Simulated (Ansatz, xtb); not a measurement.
## C3H5F2In: which of two isomers lies lower

Structure I: `C=C[CH2][In]([F])[F]`, a singlet. Structure II: `C/C=[CH]\[In]([F])[F]`, a singlet. Both are isolated molecules in the gas phase, relaxed with PBE0-D4/def2-SVP; the shapes shown needn't be the lowest conformers.

I (Å):

```yaml
atoms:
  - { symbol: C, position_ang: [-1.3002, 2.1861, 1.3289] }
  - { symbol: C, position_ang: [-0.9050, 0.9408, 1.0437] }
  - { symbol: C, position_ang: [-0.1885, 0.5303, -0.1921] }
  - { symbol: F, position_ang: [-2.6014, -2.0774, -1.0708] }
  - { symbol: F, position_ang: [-1.9796, 0.0455, -3.3564] }
  - { symbol: In, position_ang: [-1.5467, -0.4928, -1.5253] }
  - { symbol: H, position_ang: [-1.1079, 3.0212, 0.6473] }
  - { symbol: H, position_ang: [-1.8242, 2.4131, 2.2602] }
  - { symbol: H, position_ang: [-1.1257, 0.1410, 1.7618] }
  - { symbol: H, position_ang: [0.2145, 1.3802, -0.7609] }
  - { symbol: H, position_ang: [0.6182, -0.1914, 0.0050] }
```

II (Å):

```xyz
11

C    -1.5586    0.1096    0.2017
C    -0.1148    0.2022   -0.1555
C     0.4703    1.0984   -0.9636
F    -2.6049    2.7284   -1.6325
F    -0.1148    4.0425   -3.1086
In   -0.6604    2.6061   -1.9057
H    -2.1704    0.8867   -0.2847
H    -1.6892    0.1946    1.2933
H    -1.9604   -0.8781   -0.0789
H     0.5340   -0.5585    0.3052
H     1.5482    1.0594   -1.1455
```

**Question.** Estimate E(II) − E(I) at the level CCSD(T)/def2-SVP + ΔMP2/def2-TZVPP.

**Answer.** CCSD(T)/def2-SVP + ΔMP2/def2-TZVPP gives E(II) − E(I) = −7.68 kJ/mol, slightly favouring structure II, which is too small a margin to settle the true order.

Level by level:

| level | geometry | E(II) − E(I) (kJ/mol) | departure from the last row (kJ/mol) | job, with rough time for the two |
| --- | --- | --- | --- | --- |
| PBE0-D4/def2-SVP | PBE0-D4/def2-SVP | −12.36 | −4.69 | optimisation, 2.4 min |
| HF/def2-SVP | PBE0-D4/def2-SVP | −11.96 | −4.28 | part of the CCSD(T) run |
| MP2/def2-SVP | PBE0-D4/def2-SVP | −11.78 | −4.11 | part of the CCSD(T) run |
| CCSD(T)/def2-SVP | PBE0-D4/def2-SVP | −11.65 | −3.97 | single point |
| CCSD(T)/def2-SVP + ΔMP2/def2-TZVPP | PBE0-D4/def2-SVP | −7.68 |  | single point, 85 s |

As drawn, both hold the same kinds of bond in the same numbers. Structure I has 0 methyl groups, II 1.

The largest departure from CCSD(T)/def2-SVP + ΔMP2/def2-TZVPP is that of PBE0-D4/def2-SVP, 4.69 kJ/mol. Levels run at GFN2-xTB geometries aren't shown. The last row adds to CCSD(T) the change of the MP2 difference between the two basis sets, here +3.97 kJ/mol.

With thermal terms from frequencies at re-optimised GFN2-xTB minima (ideal gas, soft modes damped towards free rotors, one conformer each, 298.15 K, 1 atm): the zero-point term adds +1.12 kJ/mol; ΔH is −6.86 and ΔG −5.17 kJ/mol.

The correlated steps freeze 9 core orbitals; the filled d shell of In is correlated, in a basis made for valence electrons. Atoms past krypton carry core potentials in the def2 sets and no spin–orbit term is included. Programs: Ansatz 0.2.0, xtb 6.7.1; the last row on 2 threads of Arm Neoverse V1 on a shared host.
